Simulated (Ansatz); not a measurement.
BeI2. Charge 0, multiplicity 3. Geometry B3LYP-D4/def2-TZVP; atoms count from 1.

```xyz
3

Be   -0.713   -0.205   -0.883
I     0.406   -1.510    0.776
I     0.307    1.716    0.106
```

In the def2 sets I takes a core potential; there is no spin–orbit coupling. In the triplet, I2 and I3 lie 3.30 Å apart (atoms count from 1), so these atoms are partly bonded to each other. At PBE0-D4/def2-TZVP a singlet of charge 0 lies 3.30 eV below the triplet, each at its own geometry. The structure comes from a short search, and lower isomers may exist.

Q: Estimate the Mulliken populations from the PBE0/def2-TZVP orbitals of Ansatz.

A: 
```json
{"atom": "Be1", "charge (e)": "0.01", "spin (α − β)": "0.94"}
{"atom": "I2", "charge (e)": "0.00", "spin (α − β)": "0.53"}
{"atom": "I3", "charge (e)": "0.00", "spin (α − β)": "0.53"}
```
Mulliken values and Mayer orders depend strongly on the basis.

Q: Where does the spin sit?

A: Summed by element: Be 0.94, I 1.06, of 2 unpaired in all. Largest on single atoms: Be1 0.94, I2 0.53, I3 0.53.

Q: And the Mayer bond orders between bonded heavy atoms (over 0.3)?

A: Be1–I2 0.80 (2.39 Å); Be1–I3 0.80 (2.39 Å); I2–I3 0.48 (3.30 Å).
